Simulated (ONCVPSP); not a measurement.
# potassium (K), ONCV: configuration errors across variants

* Element: K
* Generator: ONCVPSP 4.0.1
* Type: optimised norm-conserving Vanderbilt (ONCV)
* Functional: LDA (Perdew-Wang 92)
* Relativity: scalar-relativistic
* Frozen core: [Ne]
* Valence charge: 9
* Reference configuration: 3s2 3p6 4s0.5 (charge +0.5)
* Partial waves: 3s+4s: rc 2.50 bohr, ncon 4, nbas 7, qcut 5.7 1/bohr, 2 projectors; 3p: rc 2.00 bohr, ncon 3, nbas 7, qcut 7.1 1/bohr, 3 projectors, debl 3.3 Ha; d scattering state at 0.13 Ha: rc 2.15 bohr, ncon 4, nbas 7, qcut 5.3 1/bohr, 2 projectors, debl 1.8 Ha
* Local potential: polynomial inside 1.95 bohr (lpopt 5, dvloc0 0 Ha)
* Core correction: none

In the d channel the program set the typed energies aside and used 0.050, 1.850 Ha.

All-electron excitation energies from the reference (eV): (1) 3s2 3p6 4s1 -1.708; (2) 3s2 3p6 4s0 2.695; (3) 3s2 3p6 4s0 4p1 -0.080; (4) 3s2 3p6 3d1 4s0 0.803.

Errors AE − PS in meV (a dash: test not solved or not reliable):

```csv
change,(1),(2),(3),(4),bound ghosts,GHOST(+) flags above zero
base,0.0,-0.1,+0.2,-0.4,none,none
"all radii scaled by about 0.79 (s 1.98, p 1.58, d 1.70 bohr); local potential polynomial inside 1.54 bohr (lpopt 5, dvloc0 0 Ha)",0.0,-0.1,0.0,-0.4,none,none
"all radii scaled by about 0.86 (s 2.14, p 1.72, d 1.84 bohr); local potential polynomial inside 1.68 bohr (lpopt 5, dvloc0 0 Ha)",0.0,-0.1,0.0,-0.4,none,none
"all radii scaled by about 0.95 (s 2.38, p 1.90, d 2.04 bohr); local potential polynomial inside 1.86 bohr (lpopt 5, dvloc0 0 Ha)",0.0,-0.1,0.0,-0.4,none,none
"all radii scaled by about 1.15 (s 2.86, p 2.30, d 2.46 bohr); local potential polynomial inside 2.24 bohr (lpopt 5, dvloc0 0 Ha)",0.0,0.0,-10,-0.5,none,p
"all radii scaled by about 1.24 (s 3.10, p 2.48, d 2.66 bohr); local potential polynomial inside 2.42 bohr (lpopt 5, dvloc0 0 Ha)",0.0,-0.1,+0.4,-0.7,none,none
"all radii scaled by about 1.30 (s 3.26, p 2.60, d 2.80 bohr); local potential polynomial inside 2.54 bohr (lpopt 5, dvloc0 0 Ha)",0.0,-0.1,+0.7,-1.0,none,none
```

Q: Give the same row for: all radii scaled by about 1.09 (s 2.72, p 2.18, d 2.34 bohr); local potential polynomial inside 2.12 bohr (lpopt 5, dvloc0 0 Ha).

A: 0.0, -0.1, +0.1, -0.4; bound ghosts: none; GHOST(+) flags above zero: none.
